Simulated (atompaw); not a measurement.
# H (Z = 1): PAW (atompaw) pseudisation with PBE, scalar-relativistic reference atom.

* Element: hydrogen (H)
* Generator: atompaw 4.2.0.5
* Type: PAW
* Functional: PBE
* Relativity: scalar-relativistic
* Frozen core: none
* Valence charge: 1
* Reference configuration: 1s1
* Partial waves: 1s (bound): rc 1.35 bohr; 1s channel at 4.45 Ry: rc 1.30 bohr; 2p channel at 0.2 Ry: rc 1.35 bohr
* Local potential: bessel scheme, radius 1.20 bohr
* Core correction: none
* Augmentation charge: gaussian compensation charge, radius 1.25 bohr; PAW radius 1.35 bohr; waves and projectors: custom polynom2 7 10 vanderbiltortho

All-electron outer shells of the reference configuration (PBE, scalar-relativistic, ld1.x):

| shell | level (eV) | outermost node (bohr) | outermost maximum (bohr) |
| --- | --- | --- | --- |
| 1s | -6.49 | – | 1.03 |

(1) Estimate the cutoffs (Ry, on a coarse ladder) from which the occupation-weighted sum of valence levels, in a spherical-Bessel basis at the reference potential, stays within 10 and 1 mRy of its value at 400 Ry.

(2) What does a ghost test show?

(3) Is the overlap operator S = 1 + Σ q|β⟩⟨β| positive definite (Bessel basis up to 400 Ry)?

Results:

(1) 10 Ry and 18 Ry.

(2) No extra level below or beside the all-electron valence levels (s, p, d, f tested).

(3) Yes: its lowest eigenvalue is 0.94 (s channel).
